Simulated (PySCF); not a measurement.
## Frontier levels across methods

Compound: C2H5BS2.
Cartesian coordinates in Å at the PBE0-D3(BJ)/def2-SVP level; atoms count from 1:
```xyz
10
C2H5BS2 angstrom
B      1.796    0.052   -0.065
S      0.849   -1.166   -0.966
C     -0.749   -0.754   -0.167
C     -0.778    0.712    0.210
S      0.844    1.216    0.900
H      2.996    0.086   -0.106
H     -0.851   -1.396    0.721
H     -1.560   -1.003   -0.868
H     -0.975    1.346   -0.669
H     -1.553    0.916    0.963
```

Basis pcSseg-2 throughout (PySCF), one geometry. One conformer (not necessarily the lowest) at the PBE0-D3(BJ)/def2-SVP geometry, without solvent, vibrations or thermal averaging.

**Question.** How do the orbital energies, the gap and the dipole change with the method?

**Answer.** 
```
   method                    kind  HOMO (eV)  LUMO (eV)  gap (eV)  μ (D)  SCF cycles
     BLYP                     GGA      -5.68      -1.52      4.16   2.31          15
    B97-D                     GGA      -5.81      -1.52      4.29   2.33          15
      PBE                     GGA      -5.85      -1.70      4.15   2.37          15
     OPBE                     GGA      -5.86      -1.60      4.26   2.39          14
      KT2                     GGA      -5.91      -1.68      4.23   2.32          15
      KT3                     GGA      -5.93      -1.62      4.30   2.29          14
     BP86                     GGA      -5.93      -1.76      4.17   2.37          14
      LDA                     LDA      -5.96      -1.91      4.04   2.41          13
    B97-2           global hybrid      -6.73      -0.81      5.92   2.32          13
    B3LYP           global hybrid      -6.73      -0.98      5.75   2.28          12
     PBE0           global hybrid      -6.95      -0.82      6.14   2.33          13
 mPW1PW91           global hybrid      -6.97      -0.82      6.16   2.32          13
BHandHLYP           global hybrid      -7.94       0.20      8.14   2.23          12
CAM-B3LYP  range-separated hybrid      -8.21       0.28      8.48   2.25          12
  wB97X-D  range-separated hybrid      -8.75       0.96      9.71   2.29          13
       HF            Hartree–Fock      -9.51       2.47     11.98   2.19          11
  LC-wPBE  range-separated hybrid      -9.55       1.32     10.87   2.26          14
```

The HOMO spans 3.86 eV, from BLYP down to LC-wPBE, and the gap runs from 4.04 eV (LDA) to 11.98 eV (HF). Over the methods BLYP (0 %), B97-D (0 %), PBE (0 %), OPBE (0 %), KT2 (0 %), KT3 (0 %), BP86 (0 %), LDA (0 %), B97-2 (21 %), B3LYP (20 %), PBE0 (25 %), mPW1PW91 (25 %), BHandHLYP (50 %), HF (100 %), a straight line through the gap against the share of exact exchange rises by 0.78 eV for each 10 % (correlation coefficient 1.000). The dipole ranges from 2.19 D (HF) to 2.41 D (LDA). This basis has no diffuse functions.

The vertical ΔSCF ionisation energy at CAM-B3LYP/def2-SVPD is 9.08 eV; −ε(HOMO) comes closest to it with wB97X-D (8.75 eV).
